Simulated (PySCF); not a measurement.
Dissociation curve of KH, singlet.

Computed with: UKS-r2SCAN = PySCF with unrestricted r2SCAN/def2-TZVP; RKS-r2SCAN = restricted r2SCAN/def2-TZVP (PySCF); UKS-LDA (SVWN5) = unrestricted LDA (SVWN5)/def2-TZVP in PySCF; RCCSD = PySCF with CCSD on RHF/def2-TZVP, 5 core orbitals frozen.

Energies are in kcal/mol, each relative to the lowest point of its own curve near equilibrium.

| R / Å | UKS-r2SCAN | RKS-r2SCAN | UKS-LDA (SVWN5) | RCCSD |
|---|---|---|---|---|
| 1.80 | 14.3 | 14.3 | 11.7 | 14.8 |
| 1.92 | 7.1 | 7.1 | 5.4 | 7.3 |
| 2.03 | 3.1 | 3.1 | 2.0 | 3.1 |
| 2.15 | 0.7 | 0.7 | 0.3 | 0.7 |
| 2.20 | 0.2 | 0.2 | 0.0 | 0.3 |
| 2.26 | 0.0 | 0.0 | 0.0 | 0.0 |
| 2.35 | 0.2 | 0.2 | 0.4 | 0.2 |
| 2.41 | 0.6 | 0.6 | 1.0 | 0.6 |
| 2.46 | 1.0 | 1.0 | 1.6 | 1.0 |
| 2.65 | 3.8 | 3.8 | 4.6 | 3.7 |
| 2.81 | 6.8 | 6.8 | 7.8 | 6.6 |
| 3.06 | 12.0 | 12.0 | 13.1 | 11.6 |
| 3.37 | 18.1 | 18.7 | 19.6 | 17.8 |
| 3.77 | 24.2 | 26.6 | 26.6 | 24.7 |
| 4.06 | 27.5 | 31.7 | 30.4 | 28.7 |
| 4.56 | 31.7 | 38.8 | 35.0 | 33.3 |
| 5.01 | 34.3 | 43.8 | 37.8 | 35.6 |
| 5.58 | 36.5 | 48.5 | 40.1 | — |
| 6.09 | 37.8 | 51.4 | 41.4 | — |
| 6.82 | 38.8 | 54.3 | 42.5 | — |
| 7.88 | 39.4 | 56.6 | 43.3 | — |
| 9.03 | 40.7 | 58.0 | 43.6 | — |

At the longest distance, 9.03 Å, RKS-r2SCAN lies highest above its minimum (58.0 kcal/mol) and UKS-r2SCAN lowest (40.7 kcal/mol).

A dash means that the run gave no value there, or that the column was ended at a point which the program doubted or which failed a test of continuity chosen for this set; such a test can also cut sound points.

The unrestricted determinant behind UKS-r2SCAN is spin-contaminated at 3.37 to 9.03 Å (<S²> up to 1.0, against 0.00 for a pure singlet). At the longest distance RKS-r2SCAN, UKS-LDA (SVWN5) leaves fractional charges on the fragments, a sign of delocalisation error or of the restricted form. The restricted form behind RKS-r2SCAN keeps the bonding electrons paired and can't separate into open-shell fragments. The unrestricted determinant behind UKS-LDA (SVWN5) is spin-contaminated at 3.77 to 9.03 Å (<S²> up to 0.8, against 0.00 for a pure singlet). The T1 diagnostic of CCSD on the restricted reference of RCCSD exceeds 0.045 at 3.37 to 9.03 Å.
